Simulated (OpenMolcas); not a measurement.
Pd4+ among 4 point charges of -2 e arranged as a square (D4h).

```yaml
Program: OpenMolcas
Method: "SS-CASPT2, IPEA 0.25 Eh, imaginary shift 0.1 Eh (closed shells correlated: 4s 4p)"
Basis: ANO-RCC-VDZP [6s5p3d1f]
Scalar_Hamiltonian: DKH2, point nucleus
Active_space: 6 electrons in 5 orbitals (4d)
State_averaging: 2S+1 = 5 even, 5 roots; 2S+1 = 3 even, 45 roots; 2S+1 = 1 even, 50 roots
Spin-orbit_coupling: RASSI with atomic mean-field integrals over the reference wave functions
```

All point charges move together. At R = 1.74 Å the first state of the same spin is 5300 cm-1, and at R = 1.98 Å it is 3410 cm-1.

A third run gives 4260 cm-1. What distance was it run at?

With a power law R^-n the two known points give n = -ln(3410 / 5300) / ln(1.98 / 1.74) = 3.41. Then R = 1.74 × (5300 / 4260)^(1/3.41) = 1.855 Å. The run was at 1.85 Å, so the estimate is off by +0.005 Å.

Point charges give a weaker field than real ligands, and real ions of this kind are as a rule low spin; the high spin found here belongs to the model. Free-ion shares, where given, are those of the reference states; single-state CASPT2 does not remix them. This shell can be high or low spin here, a state of another spin lies low, and with metal d orbitals alone active their balance is uncertain, so the ground spin may be wrong (holds for R = 1.74; R = 1.85). This is an electrostatic model: the charges have no orbitals. No measured value stands beside these numbers.
